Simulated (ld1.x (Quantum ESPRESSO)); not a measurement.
Reading a pseudo-wave (mercury (Hg))

Columns: radius, all-electron u(r) and pseudo u(r) of the 5d shell (level -9.70 eV) of mercury in the configuration [Kr] 4d10 4f14 5s2 5p6 5d10 6s2 6p0; BLYP, scalar-relativistic, RRKJ scheme, ld1.x (Quantum ESPRESSO) 7.5.

```tsv
r (bohr)	all-electron	pseudo
0.108	0.2947	0.0029
0.215	-0.1264	0.0224
0.322	-0.4319	0.0708
0.430	-0.3282	0.1549
0.538	-0.0278	0.2719
0.645	0.2880	0.4104
0.752	0.5459	0.5562
0.860	0.7279	0.6938
0.968	0.8377	0.8062
1.075	0.8895	0.8824
1.182	0.9004	0.9194
1.290	0.8830	0.9191
1.398	0.8475	0.8882
1.505	0.8018	0.8372
1.612	0.7506	0.7758
1.720	0.6969	0.7114
1.828	0.6435	0.6499
1.935	0.5921	0.5941
2.042	0.5432	0.5435
2.150	0.4969	0.4969
2.258	0.4537	0.4537
2.365	0.4140	0.4140
2.472	0.3775	0.3775
2.580	0.3437	0.3437
2.688	0.3128	0.3128
2.795	0.2847	0.2847
```

**Question.** How many radial nodes do the two functions have?

**Answer.** The all-electron 5d function has n − l − 1 = 2; the pseudo-wave has 0, since the states of the same l below it are removed with the core.

**Question.** At about which radius was the pseudo-wave matched?

**Answer.** 2.15 bohr. The columns agree to 0.0005 from 2.04 bohr on; several derivatives are matched, so the curves merge somewhat inside the radius.

**Question.** Is the pseudo-wave norm-conserving?

**Answer.** Yes: the RRKJ scheme keeps the norm inside the radius equal to the all-electron one, which fixes the energy derivative of the logarithmic derivative at the level.
